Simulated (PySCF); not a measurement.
# EPR parameters of C8H9

Compound: C8H9 (doublet state).
Cartesian coordinates in Å at the GFN2-xTB level; atoms count from 1:
```
atom  x, y, z in Å
C1     2.615    0.074    0.500
C2     1.624    0.897    0.058
C3     0.379    0.217    0.220
C4    -0.916    0.753   -0.132
C5    -2.006   -0.166   -0.660
C6    -2.139    0.404    0.701
C7     0.661   -1.066    0.784
C8     2.008   -1.162    0.956
H9     3.670    0.279    0.519
H10    1.732    1.886   -0.346
H11   -0.890    1.753   -0.550
H12   -1.759   -1.212   -0.759
H13   -2.628    0.218   -1.453
H14   -1.985   -0.246    1.549
H15   -2.855    1.193    0.872
H16   -0.070   -1.814    1.026
H17    2.553   -1.997    1.356
```

The hyperfine couplings belong to this conformer and change with its torsions.

As a line formula: `C1=C[C](C2CC2)C=C1` [radical].

Method: UKS B3LYP, pcH-1 on C H, non-relativistic, mean-field spin-orbit, GIAO in PySCF 2.14.0. One conformer (not necessarily the lowest) at the GFN2-xTB geometry, without solvent, vibrations or thermal averaging. A GFN2-xTB geometry isn't a minimum of the functional, and hyperfine couplings can be far from their values at a DFT geometry. No stability test was run, so a lower SCF solution isn't excluded.

```
g1, g2, g3      : 2.00209, 2.00241, 2.00307
g_iso           : 2.00252
Form of g       : rhombic: the two nearest values differ by 32 % of g3 − g1
⟨S²⟩            : 0.7611 (exact 0.7500)
Basis functions : 290
```

Hyperfine couplings atom by atom, in G; T1 to T3 are the principal values of the dipolar part (MHz turned into gauss with g_iso; 10 G = 1 mT):

```csv
atom,isotope,a_iso,T1,T2,T3,Mulliken spin population
C1,13C,6.1,-9.2,-8.6,17.8,0.31
C2,13C,-8.9,-2.8,1.3,1.5,-0.10
C3,13C,14.9,-15.3,-15.0,30.4,0.54
C4,13C,-7.4,-1.0,0.0,1.0,-0.04
C5,13C,10.6,-2.3,-2.2,4.5,0.06
C6,13C,10.6,-2.3,-2.2,4.5,0.06
C7,13C,-7.7,-1.2,0.5,0.7,-0.07
C8,13C,4.4,-8.0,-7.5,15.5,0.27
H9,1H,-7.8,-4.8,-0.7,5.4,-0.01
H10,1H,0.7,-1.3,-0.3,1.6,0.00
H11,1H,-0.1,-1.0,-0.5,1.6,0.00
H12,1H,-1.4,-1.5,-0.1,1.6,0.00
H13,1H,3.2,-1.2,-0.4,1.6,0.00
H14,1H,-1.4,-1.5,-0.1,1.6,0.00
H15,1H,3.2,-1.2,-0.4,1.6,0.00
H16,1H,0.0,-1.3,-0.5,1.8,0.00
H17,1H,-6.8,-4.3,-0.7,5.0,-0.01
```

The largest Mulliken spin populations are on C3 (+0.54), C1 (+0.31), C8 (+0.27) and C2 (-0.10). Three atoms exceed +0.15. The positive populations add up to 1.24 and the negative ones to -0.24, together 2S = 1. The angles at C3 add up to 360.0°, so it is planar.

C3, the radical centre as drawn in `C1=C[C](C2CC2)C=C1`, holds a spin population of +0.54 out of 1.

Axes: g2 points within 10° of the C3–C4 bond and g3 points within 9° of the C1–C8 bond.

Under fast tumbling the dipolar parts average out, and these isotropic splittings remain: 2 × 1H (H9/H17, I = 1/2, 3 lines) with 0.73 mT, 2 × 1H (H13/H15, I = 1/2, 3 lines) with 0.32 mT, 2 × 1H (H12/H14, I = 1/2, 3 lines) with 0.14 mT and 2 × 1H (H10/H16, I = 1/2, 3 lines) with 0.03 mT.

Means are taken over nuclei equivalent by connectivity, which assumes that they swap fast.

The 13C coupling of C3 (41.6 MHz) shows only in satellite lines or after enrichment, since that isotope makes up about 1.07 % of natural carbon.

β density exceeds α density at some nuclei, such as C2/C7 (-0.0207), C4 (-0.0186) and H9/H17 (-0.0046), spin density in bohr⁻³. In a single determinant that takes different orbitals for the two spins, that is spin polarisation.

On Arm Neoverse V2, one thread, no GPU (shared host), this took 80 s (grids of density and orbitals included) and 1.1 GiB of memory at its peak.
